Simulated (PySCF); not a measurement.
## Ionisation energy of Tm⁵⁹⁺ by level of theory

Tm⁵⁹⁺ [Ne] (1S) → Tm⁶⁰⁺ [He] 2s2 2p5 (2P), as a difference of total energies. Calculation: PySCF 2.14, in an uncontracted even-tempered set (15 s from 37 bohr⁻², ratio 2.5; 9 p from 48 bohr⁻², ratio 2.5; 5 d from 190 bohr⁻², ratio 2.7; 4 f from 280 bohr⁻², ratio 2.7); no relativity, point nucleus. Correlated levels: nothing frozen; virtual orbitals above 40 to 60 times the deepest correlated orbital energy dropped. The calculations carry no spin-orbit coupling.

```csv
method,ionisation energy (eV),plus first-order spin-orbit estimate,difference from reference of that sum (eV)
UHF,13239.6,13000.0,-347.0
LDA,13233.7,12994.1,-352.9
PBE,13234.9,12995.3,-351.7
PBE0,13236.6,12997.0,-350.0
r2SCAN,13240.4,13000.8,-346.2
r2SCAN0,13240.6,13001.1,-345.9
TPSSh,13235.4,12995.8,-351.2
MP2 (all electrons),13241.1,13001.5,-345.5
SCS-MP2 (all electrons),13240.9,13001.3,-345.7
```

Reference: 13347 ± 7 eV (theoretical estimate listed by NIST; NIST Atomic Spectra Database, ionization energies).

A first-order spin-orbit estimate (lowest level to lowest level, LS coupling) adds -239.6 eV.

The gap to the reference is mostly relativistic.
